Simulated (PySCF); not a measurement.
C3F5O (doublet state).
Structure used (GFN2-xTB), in Å, numbered top down from 1:
```xyz
9
C3F5O angstrom
O     -0.100   -1.779   -0.681
C     -0.164   -0.644   -0.244
C     -1.369    0.039    0.066
F     -1.432    1.256    0.538
F     -2.552   -0.489   -0.092
C      1.116    0.203    0.031
F      2.213   -0.471   -0.274
F      1.109    1.333   -0.689
F      1.193    0.558    1.320
```

The hyperfine couplings belong to this conformer and change with its torsions.

As a line formula: `O=C([C](F)F)C(F)(F)F` [radical].

Computed, not measured: UKS B3LYP, pcH-1 on C F O, non-relativistic, mean-field spin-orbit, GIAO (PySCF). One conformer (not necessarily the lowest) at the GFN2-xTB geometry, without solvent, vibrations or thermal averaging. A GFN2-xTB geometry isn't a minimum of the functional, and hyperfine couplings can be far from their values at a DFT geometry. No stability test was run, so a lower SCF solution isn't excluded.

**Question.** Match the computed a_iso(13C) values +66.4, -39.3, -7.9 MHz with the sites C2; C3; C6.

**Answer.** 
| site | a_iso (MHz) | ρ(0) (bohr⁻³) | position | distance from C3 (Å) | spin population | largest \|T\| (MHz) |
| --- | --- | --- | --- | --- | --- | --- |
| C2 | -39.3 | -0.0349 | 1 bond from O1 | 1.42 | -0.05 | 6.3 |
| C3 | +66.4 | +0.0591 | largest spin population | 0.00 | +0.57 | 121.9 |
| C6 | -7.9 | -0.0070 | 2 bonds from O1 | 2.49 | -0.01 | 1.0 |

ρ(0) is the spin density at the nucleus and T the dipolar tensor; entries for several nuclei are means. The largest Mulliken spin populations are on C3 (+0.57) and O1 (+0.37). The angles at C3 add up to 360.0°, so it is planar. Main spin sites, with 60 % or more of the largest population: O1, C3; positions count bonds from the nearest.

The spin density at the nucleus, in bohr⁻³, is negative for C2 (-0.0349) and C6 (-0.0070), for instance. A restricted open-shell determinant has no negative spin density anywhere; here it arises because α and β orbitals differ (spin polarisation).

Class means assume fast exchange of nuclei equivalent by connectivity; if that motion is slow, each nucleus keeps its own coupling. F4 and F5 aren't averaged: C3 is flat or nearly so (angle sum 360°), and its turn about the short C3–C2 bond (1.42 Å) is taken as slow. The three 19F nuclei of mean +7.9 MHz run from -2.4 to 13.0 MHz in the frozen geometry.

The SMILES `O=C([C](F)F)C(F)(F)F` draws the unpaired electron on C3, whose computed spin population is only +0.57.
